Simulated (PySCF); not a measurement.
This PySCF input asks for the NMR shieldings of `[SiH2](C(=C)CNC=O)C`, C5H11NOSi; the geometry comes from GFN2-xTB.

```python
import basis_set_exchange as bse
import numpy as np
from pyscf import gto, dft
from pyscf.prop import nmr

atoms = """
C     0.063312   -2.424618   -0.636266
C     0.126179   -1.272969    0.018471
C    -1.134674   -0.673847    0.587131
N    -1.628598    0.390510   -0.266926
C    -1.831744    1.644403    0.166477
O    -1.640536    2.039321    1.289992
Si    1.750459   -0.328465    0.284526
C     1.574745    1.491136   -0.219408
H    -0.860860   -2.972815   -0.758508
H     0.937956   -2.878082   -1.070907
H    -0.951265   -0.222400    1.564521
H    -1.913008   -1.440880    0.687916
H    -1.798278    0.155026   -1.231675
H    -2.208097    2.302807   -0.640478
H     2.779136   -0.985591   -0.533043
H     2.095415   -0.427474    1.708756
H     1.257374    1.599401   -1.253596
H     2.522452    2.010246   -0.111161
H     0.850228    2.003542    0.406717
"""
names = dict.fromkeys(["C", "N", "O", "Si", "H"], "pcSseg-1")
basis = {el: gto.basis.parse(bse.get_basis(n, elements=[el], fmt="nwchem")) for el, n in names.items()}
mol = gto.M(atom=atoms, basis=basis, charge=0, verbose=0)
mf = dft.RKS(mol, xc="PBE0")
mf.grids.level = 2
mf.grids.alignment = dft.numint.BLKSIZE   # the property module wants whole blocks of grid points
mf.conv_tol = 1e-9
mf.kernel()

calc = nmr.RKS(mf)   # GIAO
C = mf.mo_coeff
Co = C[:, mf.mo_occ > 0]
resp = mf.gen_response(singlet=True, hermi=2)
def vind(x):   # induced exchange potential for any number of trial vectors
    d = np.einsum("pi,xij,qj->xpq", C, 2 * x.reshape(-1, C.shape[1], Co.shape[1]), Co, optimize=True)
    return np.einsum("xpq,pi,qj->xij", resp(d - d.transpose(0, 2, 1)), C, Co, optimize=True).ravel()
mo1, _ = nmr.rhf.solve_mo1(calc, with_cphf=vind)
sigma = calc.kernel(mo1)
for i, s in enumerate(sigma):   # ppm
    print("%2d %-2s %9.2f" % (i, mol.atom_pure_symbol(i), np.trace(s) / 3))
```

**Question.** What does it print?

**Answer.** 
```
 0 C      48.71
 1 C      31.30
 2 C     141.11
 3 N     119.52
 4 C      25.43
 5 O     -76.02
 6 Si    388.62
 7 C     192.84
 8 H      25.65
 9 H      25.76
10 H      26.39
11 H      28.46
12 H      27.40
13 H      23.54
14 H      27.35
15 H      27.15
16 H      31.70
17 H      31.63
18 H      30.91
```

These numbers come from an equivalent density-fitted implementation of the same equations, which agrees with the script to about 0.01 ppm for H and up to a few tenths of a ppm for heavy atoms, so last digits may differ.

**Question.** Turn these shieldings into chemical shifts. Shifts are taken against calculated references (same method and geometry level): $^{13}$C (186.93 ppm), $^{29}$Si (349.16 ppm), $^{1}$H (31.72 ppm) vs TMS; $^{15}$N (267.73 ppm) against NH3; $^{17}$O (336.08 ppm) against H2O.

**Answer.** Averaging equivalent atoms: C 4: 161.5; C 1: 155.6; C 0: 138.2; C 2: 45.8; C 7: -5.9; N 3: 148.2; O 5: 412.1; Si 6: -39.5; H 13: 8.18; H 8: 6.06; H 9: 5.96; H 14/15: 4.47; H 12: 4.32; H 10/11: 4.29; H 16/17/18: 0.30 ppm. Unscaled 17O shifts of doubly bonded oxygen tend to come out too high, by tens of ppm or more. Experimental scales use liquid or dissolved standards, which lie at an offset from isolated NH3 (liquid NH3: subtract about 20 ppm) and H2O (liquid H2O: subtract about 36 ppm).

Size and cost of the density-fitted run: 198 basis functions, 65 s wall time on 1 thread of an Arm Neoverse N1, shared host; peak memory 0.88 GiB.
